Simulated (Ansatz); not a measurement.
Redistribution: CHBr3 + CHBrI2 → 2 CHBr2I

Species: CHBr3 `BrC(Br)Br`, singlet; CHBrI2 (bromodiiodomethane) `BrC(I)I`, singlet; CHBr2I (dibromoiodomethane) `BrC(Br)I`, singlet. The partners trade Br for I; both sit on C, so the bond types are kept.

Shapes, held fixed at every level: PBE0-D4/def2-TZVP. Programs: Ansatz 0.2.0. The zero-point and thermal change to 298 K, harmonic and unscaled (PBE0-D4/def2-TZVP), is 0.0 kJ/mol.

```
              level                    kind  ΔH(298 K) (kJ/mol)  less CCSD(T)/def2-TZVPP
        HF/def2-SVP            Hartree–Fock                +1.1                     +0.1
  PBE-D4/def2-TZVPP                     GGA                +0.6                     -0.4
B3LYP-D4/def2-TZVPP           global hybrid                +0.6                     -0.4
 wB97X-V/def2-TZVPP  range-separated hybrid                +0.9                     -0.1
  B2PLYP/def2-TZVPP           double hybrid                +0.8                     -0.2
       MP2/def2-SVP     perturbation theory                +1.0                      0.0
    CCSD/def2-TZVPP   coupled cluster or CI                +0.9                     -0.1
 CCSD(T)/def2-TZVPP   coupled cluster or CI                +1.0                      0.0
```

The highest level, CCSD(T)/def2-TZVPP, gives ΔH(298 K) = +1.0 kJ/mol; the levels span +0.6 to +1.1. That is about zero within the method's error. The column of differences is taken from that level and isn't an error. No measured value is set beside it here. For atoms past krypton def2 sets carry core potentials with scalar relativity. Relativity is left out for Br unless named. Correlated rows may include outer-core shells of Br, I, which these sets cover unevenly.
